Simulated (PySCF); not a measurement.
Delta-SCF ions had no search for a lower state. Excitations are Tamm–Dancoff values on a coarser integration grid. The basis has no diffuse functions, so Rydberg states are missing or too high.

**H$_{4}$O$_{4}$Si, SMILES `O[Si](O)(O)O` (charge 0, multiplicity 1)**

All values below come from TPSSh-D3(BJ)/def2-TZVP // B3LYP-D3(BJ)/def2-TZVP in PySCF 2.14.0.

- HOMO = -8.11 eV
- dipole moment = 0.00 D
- HOMO–LUMO gap = 8.27 eV
- LUMO = 0.16 eV
- S1 excitation (TDA) = 7.74 eV
- S1 oscillator strength = 0.007
- brightest of the four lowest singlets (TDA) = 8.64 eV
- T1 excitation (TDA) = 7.49 eV
- S1–T1 gap (TDA) = 0.25 eV
- vertical ionisation energy (Delta-SCF) = 10.90 eV
- total energy = -16141.00 eV
- cost = around 10 core-minutes (rough)

```xyz
9

O     -0.8716     1.2175    -0.6578
Si     0.0000     0.0000     0.0000
O     -0.5409    -0.1811     1.5327
O     -0.1990    -1.2941    -0.9801
O      1.6116     0.2577     0.1051
H     -1.0951     1.9565    -0.0866
H      0.0291    -0.6497     2.1475
H     -1.0667    -1.4188    -1.3726
H      2.1327     0.1119    -0.6884
```
Charge 0, spin multiplicity 1.
